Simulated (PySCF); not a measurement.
From a computed spectrum to the compound

A species of 3 atoms with charge -1 has these harmonic modes (PBE0, small Gaussian bases with core potentials, PySCF 2.14.0):

```json
{"cm⁻¹": "119", "km/mol": "29.1", "symmetry": "a'"}
{"cm⁻¹": "401", "km/mol": "105.3", "symmetry": "a'"}
{"cm⁻¹": "585", "km/mol": "104.2", "symmetry": "a'"}
```

Q: Which species is it, and in which structure?

A: [EuOF]− (singlet in the valence; each metal's 4f electrons, 7 of them, lie in its core potential, out of spins and levels):
```xyz
3

Eu    0.0459    0.0000   -0.2018
O     1.8013    0.0000    0.8306
F    -1.8861    0.0000    0.9250
```
Ideal gas at 298.15 K and 1 bar: S = 314.3 J/(mol K), Cp = 51.9 J/(mol K), H − H(0 K) = 13.0 kJ/mol (rigid rotor, harmonic modes, spin degeneracy alone, that of the 4f electrons in the core included). An lcecp potential fixes the number of 4f electrons, so in runs with it no electron can move into or out of that shell.
 This is one of several that fit.
